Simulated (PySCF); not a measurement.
## Orbital picture of RbS

PBE at R = 2.982 Å; Rb def2-SVP with ECP28, S def2-SVP; scalar-relativistic core potentials (PySCF 2.14). State: ²Π (doublet), unpaired electrons π ↑. Only the outer orbitals are listed, counted within each symmetry, core potentials removing the inner ones.

```json
{"spin": "α", "orbital": "4σ", "occ.": "1", "ε (eV)": "-32.47", "on Rb (%)": "100", "main shells (%)": "100 Rb s"}
{"spin": "α", "orbital": "2π", "occ.": "1", "ε (eV)": "-16.29", "on Rb (%)": "100", "main shells (%)": "100 Rb p"}
{"spin": "α", "orbital": "2π", "occ.": "1", "ε (eV)": "-16.26", "on Rb (%)": "100", "main shells (%)": "100 Rb p"}
{"spin": "α", "orbital": "5σ", "occ.": "1", "ε (eV)": "-16.18", "on Rb (%)": "95", "main shells (%)": "95 Rb p"}
{"spin": "α", "orbital": "6σ", "occ.": "1", "ε (eV)": "-13.80", "on Rb (%)": "6", "main shells (%)": "94 S s"}
{"spin": "α", "orbital": "3π", "occ.": "1", "ε (eV)": "-4.90", "on Rb (%)": "5", "main shells (%)": "95 S p"}
{"spin": "α", "orbital": "7σ", "occ.": "1", "ε (eV)": "-4.01", "on Rb (%)": "12", "main shells (%)": "88 S p, 9 Rb s"}
{"spin": "α", "orbital": "3π", "occ.": "1", "ε (eV)": "-3.71", "on Rb (%)": "8", "main shells (%)": "92 S p"}
{"spin": "α", "orbital": "8σ", "occ.": "0", "ε (eV)": "-1.89", "on Rb (%)": "95", "main shells (%)": "83 Rb s, 11 Rb p"}
{"spin": "α", "orbital": "4π", "occ.": "0", "ε (eV)": "-0.49", "on Rb (%)": "100", "main shells (%)": "90 Rb p, 10 Rb d"}
{"spin": "α", "orbital": "4π", "occ.": "0", "ε (eV)": "-0.47", "on Rb (%)": "99", "main shells (%)": "88 Rb p, 12 Rb d"}
{"spin": "β", "orbital": "4σ", "occ.": "1", "ε (eV)": "-32.48", "on Rb (%)": "100", "main shells (%)": "100 Rb s"}
{"spin": "β", "orbital": "2π", "occ.": "1", "ε (eV)": "-16.29", "on Rb (%)": "100", "main shells (%)": "100 Rb p"}
{"spin": "β", "orbital": "2π", "occ.": "1", "ε (eV)": "-16.26", "on Rb (%)": "100", "main shells (%)": "100 Rb p"}
{"spin": "β", "orbital": "5σ", "occ.": "1", "ε (eV)": "-16.16", "on Rb (%)": "97", "main shells (%)": "97 Rb p"}
{"spin": "β", "orbital": "6σ", "occ.": "1", "ε (eV)": "-12.84", "on Rb (%)": "5", "main shells (%)": "95 S s"}
{"spin": "β", "orbital": "7σ", "occ.": "1", "ε (eV)": "-3.65", "on Rb (%)": "15", "main shells (%)": "84 S p, 12 Rb s"}
{"spin": "β", "orbital": "3π", "occ.": "1", "ε (eV)": "-3.36", "on Rb (%)": "9", "main shells (%)": "91 S p"}
{"spin": "β", "orbital": "3π", "occ.": "0", "ε (eV)": "-3.09", "on Rb (%)": "10", "main shells (%)": "90 S p"}
{"spin": "β", "orbital": "8σ", "occ.": "0", "ε (eV)": "-1.89", "on Rb (%)": "92", "main shells (%)": "79 Rb s, 13 Rb p"}
{"spin": "β", "orbital": "4π", "occ.": "0", "ε (eV)": "-0.52", "on Rb (%)": "99", "main shells (%)": "86 Rb p, 13 Rb d"}
```

Question: Which are the highest filled and the lowest empty level, where do they sit, and how wide is the gap?

Answer: Highest filled β 3π at -3.36 eV (in %: 91 S p); lowest empty β 3π at -3.09 eV (in %: 90 S p); the gap at PBE is 0.27 eV. Both belong to one degenerate shell, split only by its one-sided filling, so this is no excitation gap.

| Item | Value |
| --- | --- |
| bond order (Mayer) | 0.93 |
| ⟨S²⟩ | 0.755 |
| charge on Rb (Mulliken, basis-dependent) | 0.48 |
| charge on Rb (Löwdin, basis-dependent) | 0.31 |
| dipole moment (positive dipole means Rb(−)S(+)) | -9.43 D |
| polarisability along the bond | 99.8 bohr³ |
| polarisability across the bond | 51.6 bohr³ |

Spin–orbit coupling is left out. The state is the lowest determinant that a PBE0 search found; another state may lie lower at other levels.
